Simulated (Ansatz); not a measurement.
`CB[SiH2]BC` and `CB[SiH2]Cl` differ in one atom or group.

Ansatz, PBE0-D4/def2-TZVP geometries, multiplicity 1. Each molecule was computed in one conformer, which needn't be the lowest.

```tsv
property	`CB[SiH2]BC`
LUMO energy (PBE0/def2-TZVPP) / eV	-2.25
HOMO energy (PBE0/def2-TZVPP) / eV	-7.27
size of the dipole moment (B3LYP/def2-TZVPP) / D	0.70
HOMO–LUMO gap (PBE/def2-TZVPP) / eV	3.00
HOMO energy (ωB97M-V/def2-TZVPP) / eV	-9.37
HOMO energy (PBE/def2-TZVPP) / eV	-6.16
```

Task: Give the same properties after the change, and the shifts. (An estimate is asked.)

Result: Ansatz gave: 
```json
{"property": "LUMO energy (PBE0/def2-TZVPP) / eV", "`CB[SiH2]Cl`": "-2.13", "shift": "0.12"}
{"property": "HOMO energy (PBE0/def2-TZVPP) / eV", "`CB[SiH2]Cl`": "-7.90", "shift": "-0.63"}
{"property": "size of the dipole moment (B3LYP/def2-TZVPP) / D", "`CB[SiH2]Cl`": "2.47", "shift": "1.77"}
{"property": "HOMO–LUMO gap (PBE/def2-TZVPP) / eV", "`CB[SiH2]Cl`": "3.56", "shift": "0.56"}
{"property": "HOMO energy (ωB97M-V/def2-TZVPP) / eV", "`CB[SiH2]Cl`": "-10.05", "shift": "-0.68"}
{"property": "HOMO energy (PBE/def2-TZVPP) / eV", "`CB[SiH2]Cl`": "-6.66", "shift": "-0.50"}
```

With PBE0 the HOMO falls by 0.63 eV and the LUMO rises by 0.12 eV, so the gap widens by about 0.75 eV. PBE moves the HOMO by -0.50 eV and ωB97M-V by -0.68 eV. Dipoles are sizes alone; their direction can turn.

B3LYP here is the variant with VWN-RPA as its local correlation; programs differ in this.
